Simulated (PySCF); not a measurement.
CHN, charge +1, doublet, geometry from GFN2-xTB (a state made from the parent by changing its charge; the spin is typed, not shown lowest); HF/6-31G** in PySCF.

Here is a job for PySCF.
```python
from pyscf import gto, scf

mol = gto.M(
    atom='''
C    -0.00000000   -0.00000000   -0.48313248
N     0.00000000    0.00000000    0.64166810
H    -0.00000000   -0.00000000   -1.59288180
''',
    basis='6-31g**',
    charge=1,
    spin=1,
    verbose=4,
)

mf = scf.UHF(mol)
mf.kernel()
```

The log (banner, timings and long lists left out):

```
PySCF version 2.14.0

[INPUT] verbose = 4
[INPUT] num. atoms = 3
[INPUT] num. electrons = 13
[INPUT] charge = 1
[INPUT] spin (= nelec alpha-beta = 2S) = 1
[INPUT] symmetry False subgroup None
[INPUT] Mole.unit = angstrom
[INPUT] Symbol           X                Y                Z      unit          X                Y                Z       unit  Magmom
[INPUT]  1 C      0.000000000000   0.000000000000  -0.483132480000 AA    0.000000000000   0.000000000000  -0.912988069082 Bohr   0.0
[INPUT]  2 N      0.000000000000   0.000000000000   0.641668100000 AA    0.000000000000   0.000000000000   1.212576971870 Bohr   0.0
[INPUT]  3 H      0.000000000000   0.000000000000  -1.592881800000 AA    0.000000000000   0.000000000000  -3.010110350804 Bohr   0.0

nuclear repulsion = 24.2782274356841
number of shells = 15
number of NR pGTOs = 61
number of NR cGTOs = 33
basis = 6-31g**
ecp = {}

******** <class 'pyscf.scf.uhf.UHF'> ********
method = UHF
initial guess = minao
damping factor = 0
level_shift factor = 0
DIIS = <class 'pyscf.scf.diis.CDIIS'>
diis_start_cycle = 1
diis_space = 8
diis_damp = 0
SCF conv_tol = 1e-09
SCF conv_tol_grad = None
SCF max_cycles = 50
direct_scf = True
direct_scf_tol = 1e-13
number electrons alpha = 7  beta = 6
Set gradient conv threshold to 3.16228e-05
init E= -92.9795804791157

cycle= 1 E= -92.3395953495603  delta_E= 0.64  |g|= 0.375  |ddm|= 1.28
cycle= 2 E= -92.423165766792  delta_E= -0.0836  |g|= 0.0968  |ddm|= 0.473
cycle= 3 E= -92.4273747329944  delta_E= -0.00421  |g|= 0.0291  |ddm|= 0.106
cycle= 4 E= -92.4278877934778  delta_E= -0.000513  |g|= 0.0121  |ddm|= 0.035
cycle= 5 E= -92.4279852100967  delta_E= -9.74e-05  |g|= 0.00296  |ddm|= 0.0145
cycle= 6 E= -92.4280022500146  delta_E= -1.7e-05  |g|= 0.00147  |ddm|= 0.00648
cycle= 7 E= -92.4280089269153  delta_E= -6.68e-06  |g|= 0.000948  |ddm|= 0.00354
cycle= 8 E= -92.4280133150283  delta_E= -4.39e-06  |g|= 0.000622  |ddm|= 0.00342
cycle= 9 E= -92.428015763459  delta_E= -2.45e-06  |g|= 0.00041  |ddm|= 0.00295
cycle= 10 E= -92.4280172301211  delta_E= -1.47e-06  |g|= 0.000178  |ddm|= 0.00322
cycle= 11 E= -92.4280174543937  delta_E= -2.24e-07  |g|= 8.57e-05  |ddm|= 0.00124
cycle= 12 E= -92.4280174912232  delta_E= -3.68e-08  |g|= 2.06e-05  |ddm|= 0.00053
cycle= 13 E= -92.4280174924652  delta_E= -1.24e-09  |g|= 3.03e-06  |ddm|= 8.69e-05
cycle= 14 E= -92.4280174924803  delta_E= -1.51e-11  |g|= 7.74e-07  |ddm|= 7.81e-06
Extra cycle  E= -92.4280174924809  delta_E= -5.97e-13  |g|= 3.64e-07  |ddm|= 1.16e-06
converged SCF energy = -92.4280174924809  <S^2> = 0.75378012  2S+1 = 2.0037766
```
